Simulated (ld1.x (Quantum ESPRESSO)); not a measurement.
## arsenic, ultrasoft: configuration errors across variants

* Element: As (Z = 33)
* Generator: ld1.x (Quantum ESPRESSO) 7.5
* Type: ultrasoft
* Functional: PBEsol
* Relativity: fully relativistic
* Frozen core: [Ar]
* Valence charge: 15
* Reference configuration: 3d10 4s2 4p3
* Partial waves: 4s (bound): rcut 1.20, rcutus 1.55 bohr; 4s channel at -0.05 Ry: rcut 1.20, rcutus 1.55 bohr; 4p (bound): rcut 1.50, rcutus 2.05 bohr; 4p channel at -0.05 Ry: rcut 1.50, rcutus 2.05 bohr; 3d (bound): rcut 0.55, rcutus 0.70 bohr; 3d channel at -2.65 Ry: rcut 0.55, rcutus 0.70 bohr
* Local potential: all-electron potential smoothed inside 1.75 bohr (lloc = -1)
* Core correction: none
* Augmentation charge: built from norm-conserving waves at rcut, not smoothed further

Open shells are filled in proportion to 2j + 1 (rel_dist='average').

All-electron excitation energies from the reference (eV): (1) 3d10 4s2 4p2 9.161; (2) 3d10 4s2 4p1 27.106; (3) 3d10 4s2 4p0 54.834; (4) 3d10 4s1 4p4 9.420; (5) 3d10 4s1 4p3 19.271; (6) 3d10 4s1 4p0 105.463; (7) 3d10 4s0 4p5 19.062.

Tests that are not counted but printed errors over 1 eV. “type TM; waves now 4s (bound): rc 1.55 bohr; 4p (bound): rc 2.05 bohr; 3d (bound): rc 0.70 bohr; local potential the d channel”: 3d10 4s1 4p0 (pseudo-atom not self-consistent, printed error +76.9 eV).

5 further variants failed, have other tests or another functional or relativity, and are left out.

A true bound ghost makes a file unfit for plane-wave use even where its test errors are small: the radial tests pick states by their node count and pass the ghost by. Where a test does run into it, the solver fails or the error is huge.

The file “type TM; waves now 4s (bound): rc 1.55 bohr; 4p (bound): rc 2.05 bohr; 3d (bound): rc 0.70 bohr; local potential the d channel” misses its own reference levels by 0.4 eV.

Errors AE − PS in meV (a dash: test not solved or not reliable):

```tsv
change	(1)	(2)	(3)	(4)	(5)	(6)	(7)	bound ghosts
base	-0.7	-4.4	-11	+0.4	+1.3	+14	+2.1	none
type TM; waves now 4s (bound): rc 1.55 bohr; 4p (bound): rc 2.05 bohr; 3d (bound): rc 0.70 bohr; local potential the d channel	+2.1	+12	+33	+2.1	+9.4	–	+7.5	s, p3/2, p1/2
waves 4s (bound): rcut 1.20, rcutus 1.56 bohr; 4s channel at -0.05 Ry: rcut 1.20, rcutus 1.56 bohr	-0.7	-4.3	-11	+0.4	+1.3	+14	+2.2	none
local potential all-electron potential smoothed inside 2.36 bohr (lloc = -1)	-0.7	-4.4	-12	+0.5	+1.4	+14	+1.9	none
local potential all-electron potential smoothed inside 0.90 bohr (lloc = -1)	-0.7	-4.1	-11	+0.5	+1.4	+15	+3.0	s
waves 4p (bound): rcut 1.50, rcutus 2.86 bohr; 4p channel at -0.05 Ry: rcut 1.50, rcutus 2.86 bohr	-0.7	-3.9	-11	+0.7	+2.1	+14	+4.0	none
core correction a·sin(br)/r model core inside 0.46 bohr	-0.3	-2.3	-9.6	-1.3	-0.9	-25	-5.4	none
```

Give the same row for: wave 4p channel at -0.05 Ry: rcut 1.50, rcutus 2.05 bohr becomes 4p channel at -0.27 Ry: rcut 1.50, rcutus 2.05 bohr.

-0.6, -4.0, -11, +0.4, +1.6, +14, +2.4; bound ghosts: none.
